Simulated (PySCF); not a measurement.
Computed properties of CH₄BClS, SMILES B(Cl)SC

B(Cl)(H)(SMe) (CH₄BClS), SMILES CSBCl. Geometry optimised at B3LYP-D3(BJ)/def2-SVP. Other conformers were not sampled. All values are computed for the isolated molecule unless a solvent is named; none is compared with measurement here.

**Structure.** The optimised structure has Cs symmetry. All 18 harmonic modes at B3LYP-D3(BJ)/def2-SVP (PySCF) are real, so it is a minimum. With heavy atoms numbered as in [BH:1]([Cl:2])[S:4][CH3:5], the shortest bond between them is B1–Cl2 at 1.762 Å and the longest S4–C5 at 1.836 Å.

**Vibrations.** The strongest infrared lines (harmonic, unscaled, degenerate partners summed) lie at 1100 cm⁻¹ (251 km/mol, H 57 %, B 41 %), 889 cm⁻¹ (102 km/mol, B 43 %, H 40 %, Cl 9 %, S 8 %), 2647 cm⁻¹ (88 km/mol, H 91 %, B 9 %). The softest mode is at 39 cm⁻¹ and the zero-point energy is 33.1 kcal/mol.

**Electronic structure.** HF/def2-TZVP (PySCF) places the frontier levels at -10.35 and 2.27 eV, a gap of 12.62 eV, and gives a dipole moment of 2.71 D and a mean polarisability of 55.6 bohr³.

**Excitations.** TDDFT-M06-2X/def2-SVPD (PySCF) has S1 at 5.65 eV (219 nm, f = 0.000, dark); the most intense of the 10 singlets computed lies at 5.70 eV (f = 0.18). T1 (TDA) is at 4.43 eV. No vertical singlet excitation falls in the visible range (under 3.1 eV).

**NMR.** GIAO shifts at B3LYP/pcSseg-1 (PySCF) (non-relativistic, atoms alike by connectivity averaged): ¹³C at 21.6 ppm against TMS; ¹H from 2.6 to 7.0 ppm against TMS; ¹¹B at 56.3 ppm against BF3. Without spin–orbit terms, shifts of atoms bonded to Cl or Br come out too high.
